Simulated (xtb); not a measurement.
F₆Mo, charge -1, doublet, from a rough starting geometry (GFN-xTB shapes and energies of metal compounds can be far from the true ones) (the multiplicity is a formal guess); GFN2-xTB run with xtb.

The xtb input:
```
$ xtb mol.xyz --gfn 2 --chrg -1 --uhf 1 --opt vtight --json

# file mol.xyz
7

Mo     0.02199318    -0.02113715     0.04471997
F      1.03112758    -0.45139541    -1.31922674
F     -1.03715570     0.40222603     1.32955464
F     -1.07752525     0.71860362    -1.10314407
F     -0.83730087    -1.50452125    -0.12799110
F      0.83977268     1.53474837     0.16162164
F      1.05238931    -0.78386582     1.09415737
```

Problem. Predict the main parts of the log of this xtb run.

Solution. 
```
   ID    Z sym.   atoms
    1   42 Mo     1
    2    9 F      2-7

           -------------------------------------------------
          |                Calculation Setup                |
           -------------------------------------------------

           -------------------------------------------------
          |                 G F N 2 - x T B                 |
           -------------------------------------------------

          ...................................................
          :                      SETUP                      :
          :.................................................:
          :  # basis functions                  34          :
          :  # atomic orbitals                  33          :
          :  # shells                           15          :
          :  # electrons                        49          :
          :  max. iterations                   250          :
          :  Hamiltonian                  GFN2-xTB          :
          :  restarted?                      false          :
          :  GBSA solvation                  false          :
          :  PC potential                    false          :
          :  electronic temp.          300.0000000     K    :
          :  accuracy                    1.0000000          :
          :  -> integral cutoff          0.2500000E+02      :
          :  -> integral neglect         0.1000000E-07      :
          :  -> SCF convergence          0.1000000E-05 Eh   :
          :  -> wf. convergence          0.1000000E-03 e    :
          :  Broyden damping             0.4000000          :
          :  net charge                         -1          :
          :  unpaired electrons                  1          :
          ...................................................

 iter      E             dE          RMSdq      gap      omega  full diag
   1    -31.0382099 -0.310382E+02  0.609E+00    0.23       0.0  T
   2    -31.0578895 -0.196796E-01  0.567E+00    0.11       1.0  T
   3    -31.0595346 -0.164516E-02  0.511E+00    0.12       1.0  T
   4    -31.0632555 -0.372087E-02  0.144E+00    0.09       1.0  T
   5    -31.0635554 -0.299835E-03  0.106E+00    0.08       1.0  T
   6    -31.0638729 -0.317528E-03  0.740E-01    0.08       1.0  T
   7    -31.0640046 -0.131696E-03  0.180E-01    0.09       1.0  T
   8    -31.0640361 -0.315659E-04  0.678E-02    0.09       1.0  T
   9    -31.0640390 -0.282828E-05  0.317E-02    0.09       1.2  T
  10    -31.0640392 -0.252642E-06  0.157E-02    0.09       2.4  T
  11    -31.0640392  0.627259E-07  0.111E-02    0.09       3.4  T
  12    -31.0640393 -0.128423E-06  0.278E-03    0.09      13.6  T
  13    -31.0640393 -0.453122E-08  0.153E-03    0.09      24.7  T
  14    -31.0640393 -0.126413E-08  0.646E-04    0.09      58.5  T
  15    -31.0640393 -0.602114E-10  0.374E-04    0.09     101.1  T

   *** convergence criteria satisfied after 15 iterations ***

         :::::::::::::::::::::::::::::::::::::::::::::::::::::
         ::                     SUMMARY                     ::
         :::::::::::::::::::::::::::::::::::::::::::::::::::::
         :: total energy             -31.006021663183 Eh    ::
         :: gradient norm              0.149814526244 Eh/a0 ::
         :: HOMO-LUMO gap              0.091503774528 eV    ::
         ::.................................................::
         :: SCC energy               -31.064038438668 Eh    ::
         :: -> isotropic ES            0.262877054396 Eh    ::
         :: -> anisotropic ES         -0.008115257004 Eh    ::
         :: -> anisotropic XC         -0.002139584273 Eh    ::
         :: -> dispersion             -0.005181744455 Eh    ::
         :: repulsion energy           0.058016775486 Eh    ::
         :: add. restraining           0.000000000000 Eh    ::
         :: total charge              -1.000000000000 e     ::
         :::::::::::::::::::::::::::::::::::::::::::::::::::::

      -----------------------------------------------------------
     |                   =====================                   |
     |                        A N C O P T                        |
     |                   =====================                   |
     |               Approximate Normal Coordinate               |
     |                Rational Function Optimizer                |
      -----------------------------------------------------------
      -----------------------------------------------------------
     |                   =====================                   |
     |                        A N C O P T                        |
     |                   =====================                   |
     |               Approximate Normal Coordinate               |
     |                Rational Function Optimizer                |
      -----------------------------------------------------------

          ...................................................
          :                      SETUP                      :
          :.................................................:
          :   optimization level         verytight          :
          :   max. optcycles                   200          :
          :   ANC micro-cycles                  20          :
          :   degrees of freedom                15          :
          :.................................................:
          :   RF solver                   davidson          :
          :   write xtbopt.log                true          :
          :   linear?                        false          :
          :   energy convergence         0.1000000E-06 Eh   :
          :   grad. convergence          0.2000000E-03 Eh/α :
          :   maxmium RF displ.          1.0000000          :
          :   Hlow (freq-cutoff)         0.1000000E-01      :
          :   Hmax (freq-cutoff)         5.0000000          :
          :   S6 in model hess.         20.0000000          :
          ...................................................

[...]
 * total energy  :   -31.0060217 Eh     change       -0.3645084E-10 Eh
 * total energy  :   -31.0310599 Eh     change       -0.2503827E-01 Eh
 * total energy  :   -31.0428326 Eh     change       -0.1177268E-01 Eh
 * total energy  :   -31.0448895 Eh     change       -0.2056837E-02 Eh
 * total energy  :   -31.0451616 Eh     change       -0.2721836E-03 Eh
 * total energy  :   -31.0452506 Eh     change       -0.8892890E-04 Eh
 * total energy  :   -31.0453103 Eh     change       -0.5975650E-04 Eh
 * total energy  :   -31.0453258 Eh     change       -0.1543487E-04 Eh
 * total energy  :   -31.0453295 Eh     change       -0.3711330E-05 Eh
 * total energy  :   -31.0453306 Eh     change       -0.1118960E-05 Eh
 * total energy  :   -31.0453310 Eh     change       -0.4270691E-06 Eh
 * total energy  :   -31.0453311 Eh     change       -0.9549665E-07 Eh
   *** GEOMETRY OPTIMIZATION CONVERGED AFTER 12 ITERATIONS ***
[...]
          :  unpaired electrons                  1          :
          ...................................................

 iter      E             dE          RMSdq      gap      omega  full diag
   1    -31.0679739 -0.310680E+02  0.713E-05    0.40       0.0  T
   2    -31.0679739  0.273559E-12  0.833E-05    0.40     453.6  T
   3    -31.0679739 -0.139266E-11  0.204E-05    0.40    1848.6  T

   *** convergence criteria satisfied after 3 iterations ***

         :::::::::::::::::::::::::::::::::::::::::::::::::::::
         ::                     SUMMARY                     ::
         :::::::::::::::::::::::::::::::::::::::::::::::::::::
         :: total energy             -31.045331109393 Eh    ::
         :: gradient norm              0.000122142970 Eh/a0 ::
         :: HOMO-LUMO gap              0.396977523255 eV    ::
         ::.................................................::
         :: SCC energy               -31.067972507665 Eh    ::
         :: -> isotropic ES            0.266973984287 Eh    ::
         :: -> anisotropic ES         -0.005715749214 Eh    ::
         :: -> anisotropic XC         -0.001075034280 Eh    ::
         :: -> dispersion             -0.005017338048 Eh    ::
         :: repulsion energy           0.022641398272 Eh    ::
         :: add. restraining           0.000000000000 Eh    ::
         :: total charge              -1.000000000085 e     ::
         :::::::::::::::::::::::::::::::::::::::::::::::::::::

           -------------------------------------------------
          |                Property Printout                |
           -------------------------------------------------

    * Orbital Energies and Occupations

         #    Occupation            Energy/Eh            Energy/eV
      -------------------------------------------------------------
         1        2.0000           -0.7042507             -19.1636
       ...           ...                  ...                  ...
        13        2.0000           -0.3449361              -9.3862
        14        2.0000           -0.3385566              -9.2126
        15        2.0000           -0.3315332              -9.0215
        16        2.0000           -0.3299031              -8.9771
        17        2.0000           -0.3248995              -8.8410
        18        2.0000           -0.3248096              -8.8385
        19        2.0000           -0.3244059              -8.8275
        20        2.0000           -0.3243269              -8.8254
        21        2.0000           -0.3194915              -8.6938
        22        2.0000           -0.3168511              -8.6220
        23        2.0000           -0.3166571              -8.6167
        24        2.0000           -0.3166202              -8.6157
        25        0.9994           -0.1628734              -4.4320 (HOMO)
        26        0.0004           -0.1482847              -4.0350 (LUMO)
        27        0.0002           -0.1479249              -4.0252
        28                          0.2324253               6.3246
        29                          0.3273161               8.9067
        30                          0.4444261              12.0935
        31                          0.5371240              14.6159
        32                          0.5441663              14.8075
        33                          0.5736822              15.6107
      -------------------------------------------------------------
                  HL-Gap            0.0145887 Eh            0.3970 eV
             Fermi-level           -0.1977869 Eh           -5.3821 eV

     #   Z          covCN         q      C6AA      α(0)
     1  42 Mo       4.404     1.362   315.553    36.536
     2   9 F        0.733    -0.435    13.972     4.414
     3   9 F        0.733    -0.435    13.972     4.414
     4   9 F        0.736    -0.312    12.462     4.169
     5   9 F        0.733    -0.435    13.972     4.414
     6   9 F        0.733    -0.435    13.972     4.414
     7   9 F        0.736    -0.312    12.461     4.169

 Mol. C6AA /au·bohr⁶  :       1515.524649
 Mol. C8AA /au·bohr⁸  :      76383.448997
 Mol. α(0) /au        :         62.531478

Wiberg/Mayer (AO) data.
largest (>0.10) Wiberg bond orders for each atom

 ---------------------------------------------------------------------------
     #   Z sym  total        # sym  WBO       # sym  WBO       # sym  WBO
 ---------------------------------------------------------------------------
     1  42 Mo   5.618 --     7 F    1.063     4 F    1.063     6 F    0.873
                             2 F    0.873     5 F    0.873     3 F    0.873
     2   9 F    0.994 --     1 Mo   0.873
     3   9 F    0.994 --     1 Mo   0.873
     4   9 F    1.209 --     1 Mo   1.063
     5   9 F    0.994 --     1 Mo   0.873
     6   9 F    0.994 --     1 Mo   0.873
     7   9 F    1.210 --     1 Mo   1.063
 ---------------------------------------------------------------------------

Topologies differ in total number of bonds
Writing topology from bond orders to xtbtopo.mol

molecular dipole:
                 x           y           z       tot (Debye)
 q only:        0.002       0.028      -0.021
   full:        0.002       0.028      -0.021       0.090
molecular quadrupole (traceless):
                xx          xy          yy          xz          yz          zz
 q only:        0.414      -1.878      -0.959       2.782      -1.773       0.545
  q+dip:        0.535      -2.369      -1.221       3.514      -2.256       0.686
   full:        0.585      -2.552      -1.324       3.789      -2.444       0.739

optimized geometry written to: xtbopt.xyz

           -------------------------------------------------
          | TOTAL ENERGY              -31.045331109393 Eh   |
          | GRADIENT NORM               0.000122142970 Eh/α |
          | HOMO-LUMO GAP               0.396977523255 eV   |
           -------------------------------------------------

normal termination of xtb
```
